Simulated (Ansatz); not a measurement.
```yaml
crystal:
  periodic: [false, false, false]
  atoms:
    - {symbol: C, position_ang: [-0.722173, 1.123474, -1.054075]}
    - {symbol: Se, position_ang: [-0.510367, -0.820040, -1.188622]}
    - {symbol: Sn, position_ang: [0.711658, -1.144472, 0.993272]}
    - {symbol: H, position_ang: [-1.320625, 1.385733, -0.183790]}
    - {symbol: H, position_ang: [0.248718, 1.613479, -1.013672]}
    - {symbol: H, position_ang: [-1.244924, 1.433360, -1.957628]}
    - {symbol: H, position_ang: [2.138032, -0.203281, 0.981612]}
    - {symbol: H, position_ang: [1.071560, -2.803478, 1.121264]}
    - {symbol: H, position_ang: [-0.283379, -0.630974, 2.284340]}
basis:
  gaussian: {orbitals: def2-mTZVP}
hamiltonian: {xc: {name: revPBE}}
```

```sh
$ ansatz run in.yaml --threads 4 --pin off --events-out ev --progress --plain --max-ram 10444MiB
```

Shortened log:

```
Functional definition: revPBE
1195 factors; their error is unknown
mean field evaluation 1: about -72304.2379 eV, gradient 5.7e1 eV
mean field evaluation 2: about -72291.1599 eV, gradient 8.2e1 eV
mean field evaluation 4: about -72311.6197 eV, gradient 4.0e0 eV
mean field evaluation 8: about -72311.6824 eV, gradient 8.2e-2 eV
mean field evaluation 16: about -72311.6182 eV, gradient 9.2e-5 eV
mean field -72311.61823382 eV, -2657.4029555176 hartree, gradient 2.4e-5 eV, S^2 0.000000; 0 other end points of the search recorded, 0 dependent functions left out
reference -72311.61829748 eV, -2657.4029578571 hartree; 34, 34 occupied and 75, 75 virtual orbitals, 1195 factors
Total energy: -72311.61829748 eV, -2657.4029578571 hartree
```

It took 1 s on 4 threads of an Arm Neoverse V1 on a shared host, with 0.41 GiB of host memory at the peak.
